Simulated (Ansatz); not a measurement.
Cost and result up the ladder for SiEt(OAc)3 (C₈H₁₄O₆Si) (29 atoms). Charge 0, multiplicity 1. Geometry: PBE-D4/def2-SVP.

```xyz
29

Si    0.249    0.215   -0.154
C     1.049    1.584   -1.118
C     1.017    2.948   -0.411
H     0.517    1.617   -2.094
H     2.090    1.261   -1.325
H     1.476    3.736   -1.042
H    -0.021    3.265   -0.182
H     1.579    2.926    0.546
O     0.804    0.061    1.461
C     2.128   -0.156    1.697
C     2.416   -0.335    3.165
O     2.952   -0.199    0.803
H     3.502   -0.445    3.328
H     1.885   -1.235    3.536
H     2.022    0.527    3.739
O     0.434   -1.356   -0.794
C    -0.261   -1.672   -1.922
C    -0.252   -3.149   -2.197
O    -0.835   -0.824   -2.582
H    -0.670   -3.355   -3.197
H    -0.877   -3.638   -1.422
H     0.772   -3.560   -2.100
O    -1.380    0.645    0.078
C    -2.425   -0.209    0.293
C    -3.731    0.541    0.370
O    -2.293   -1.412    0.390
H    -4.550   -0.153    0.630
H    -3.936    1.014   -0.612
H    -3.662    1.359    1.114
```

Ansatz on 4 threads of Arm Neoverse V1 on a shared host. Times are rough, and most runs start from the orbitals of an earlier one. PBE0-D4/def2-TZVP serves as the yardstick here, not as an exact answer. Differences are given only for rows in sets of like size (and for xTB, whose basis is part of the method), since another set adds its own error. Binding counts from free atoms at the same level (Si triplet, C triplet, H doublet, O triplet; other spins of the atoms weren't run), without zero-point energy or a counterpoise term.

B3LYP takes the VWN-RPA correlation. Correlated methods freeze 19 core orbitals. The rows differ in basis, and correlated rows in double-zeta sets carry the largest basis error.

Correlated methods converge slowly with the basis, most of all in double-zeta sets.

```csv
level,functions,wall time,binding energy per atom (eV),difference from PBE0-D4/def2-TZVP (eV)
HF/6-31G,167,3 s,2.90,–
PBE-D4/def2-SVP,284,6 s,4.76,–
B3LYP-D4/6-31G,167,6 s,4.31,–
PBE0-D4/def2-SVP,284,13 s,4.63,–
PBE-D4/def2-TZVP,555,13 s,4.70,0.12
MP2/def2-SVP,284,13 s,4.45,–
r2SCAN-D4/def2-TZVP,555,25 s,4.59,0.01
PBE0-D4/def2-TZVP (with forces),555,46 s,4.58,0.00
```
